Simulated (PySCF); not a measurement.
Molecule: Ge(OMe)3(NH2), C₃H₁₁GeNO₃, SMILES C[O][Ge]([NH2])([O]C)[O]C, singlet. Atoms near the plane z = 0.0 Å, at the GFN2-xTB optimised geometry (x, y, z in Å): C1 (1.4, -1.1, 1.0), O2 (0.6, -1.7, 0.0), Ge3 (-1.2, -1.7, 0.0), O5 (-1.9, -0.1, 0.0), C6 (-1.8, 0.9, -1.1), H9 (2.4, -1.3, 0.7), H15 (-2.4, 1.7, -0.9).

Calculation: B3LYP/def2-SVP run with PySCF. Cells within 0.4 Å of a nucleus heavier than hydrogen are left out (blank, or x). The values are rescaled to run from 0 to 1.

```
|111111111111111111111111111|
|111111111111111111111111111|
|111111111111111111111111111|
|111111111111111111111111111|
|111111111111111111111111111|
|111111111111111111111111111|
|111111111111111111111111111|
|111110000001111111111111111|
|111100000000111111111111111|
|111100000000011111111111111|
|111100000000011111111111111|
|111100000000011111111111111|
|111111101210001000111111111|
|1111114xx411000000001111111|
|1111114xx421000000000011111|
|111111223310011000000011111|
|111111111000122100000001111|
|111100000xx014xx00000001111|
|111100000xx013xx00000001111|
|111100000000125920000011111|
|111110000000012311001111111|
|111110000000011111111111111|
|111111000000011111111111111|
|111111110000111111111111111|
|111111111111111111111111111|
|111111111111111111111111111|
|111111111111111111111111111|
```
Scale: ten equal steps from 0.000 (start of '0') to 1.00 (end of '9'), in the order '0123456789'; x runs from -4.50 to 4.50, y from -4.50 (bottom) to 4.50 (top).

Question: Which quantity is mapped?
A) electrostatic potential
B) deformation density (molecule minus spherical neutral atoms)
C) electron localisation function
D) an orbital amplitude

Answer: B, deformation density (molecule minus spherical neutral atoms). In full: deformation density (molecule minus spherical neutral atoms) (e/bohr³).
